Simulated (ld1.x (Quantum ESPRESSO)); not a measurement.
## nitrogen RRKJ: all-electron and pseudo phase curves

ld1.x (Quantum ESPRESSO) 7.5 input, shortened:

```
&input
   title='N', zed=7., rel=1, dft='PBESOL', iswitch=3,
   config='[He] 2s2 2p3'
 /
 &inputp
   pseudotype=2, tm=.false., lloc=0,
   nlcc=.false.
 /
2
2P  2  1   3.00   0.00  1.25  1.25  0.0
2S  1  0   2.00   0.00  1.15  1.15  0.0
 &test
   configts(1)='2s2 2p3'
 /
```

The phase is arctan(r·u′/u) with u = r·R(r), unwrapped; energies in Ry, scanned from -3 to 5 Ry. A pole is an energy at which the radial function vanishes at the test radius. The pseudo phase is shifted by a multiple of π to meet the all-electron one at the reference energy, and phase errors are pseudo minus all-electron; the curves can meet again beyond the range given. Levels narrower than the energy grid can be missing from the lists of poles.

For each channel, where are the poles, and over which energies does the pseudopotential scatter like the atom?

| channel | radius (bohr) | reference energy (Ry) | poles, all-electron | poles, pseudo | unbroken range about the reference energy with phases within 0.05 rad | phase error 1 Ry above the reference energy (rad) |
| --- | --- | --- | --- | --- | --- | --- |
| s | 1.35 | -1.36 | 2.61 | 2.51 | the whole range | -0.001 |
| p | 1.35 | -0.52 | 2.48 | 2.52 | the whole range | +0.001 |

Phases in the p channel:

```json
{"E (Ry)": "-3.00", "all-electron": "1.006", "pseudo": "1.007"}
{"E (Ry)": "-2.76", "all-electron": "0.965", "pseudo": "0.966"}
{"E (Ry)": "-2.52", "all-electron": "0.916", "pseudo": "0.917"}
{"E (Ry)": "-2.28", "all-electron": "0.855", "pseudo": "0.856"}
{"E (Ry)": "-2.04", "all-electron": "0.778", "pseudo": "0.779"}
{"E (Ry)": "-1.80", "all-electron": "0.681", "pseudo": "0.682"}
{"E (Ry)": "-1.56", "all-electron": "0.555", "pseudo": "0.555"}
{"E (Ry)": "-1.32", "all-electron": "0.390", "pseudo": "0.391"}
{"E (Ry)": "-1.08", "all-electron": "0.180", "pseudo": "0.180"}
{"E (Ry)": "-0.84", "all-electron": "-0.073", "pseudo": "-0.073"}
{"E (Ry)": "-0.60", "all-electron": "-0.345", "pseudo": "-0.345"}
{"E (Ry)": "-0.36", "all-electron": "-0.600", "pseudo": "-0.600"}
{"E (Ry)": "-0.12", "all-electron": "-0.814", "pseudo": "-0.814"}
{"E (Ry)": "0.12", "all-electron": "-0.983", "pseudo": "-0.982"}
{"E (Ry)": "0.36", "all-electron": "-1.112", "pseudo": "-1.111"}
{"E (Ry)": "0.60", "all-electron": "-1.213", "pseudo": "-1.211"}
{"E (Ry)": "0.84", "all-electron": "-1.292", "pseudo": "-1.290"}
{"E (Ry)": "1.08", "all-electron": "-1.355", "pseudo": "-1.353"}
{"E (Ry)": "1.32", "all-electron": "-1.407", "pseudo": "-1.405"}
{"E (Ry)": "1.56", "all-electron": "-1.451", "pseudo": "-1.449"}
{"E (Ry)": "1.80", "all-electron": "-1.488", "pseudo": "-1.486"}
{"E (Ry)": "2.04", "all-electron": "-1.521", "pseudo": "-1.518"}
{"E (Ry)": "2.28", "all-electron": "-1.550", "pseudo": "-1.546"}
{"E (Ry)": "2.52", "all-electron": "-1.575", "pseudo": "-1.571"}
{"E (Ry)": "2.76", "all-electron": "-1.599", "pseudo": "-1.594"}
{"E (Ry)": "3.00", "all-electron": "-1.620", "pseudo": "-1.615"}
{"E (Ry)": "3.24", "all-electron": "-1.641", "pseudo": "-1.635"}
{"E (Ry)": "3.48", "all-electron": "-1.660", "pseudo": "-1.653"}
{"E (Ry)": "3.72", "all-electron": "-1.678", "pseudo": "-1.671"}
{"E (Ry)": "3.96", "all-electron": "-1.696", "pseudo": "-1.688"}
{"E (Ry)": "4.20", "all-electron": "-1.713", "pseudo": "-1.704"}
{"E (Ry)": "4.44", "all-electron": "-1.730", "pseudo": "-1.720"}
{"E (Ry)": "4.68", "all-electron": "-1.747", "pseudo": "-1.736"}
{"E (Ry)": "4.92", "all-electron": "-1.765", "pseudo": "-1.752"}
```
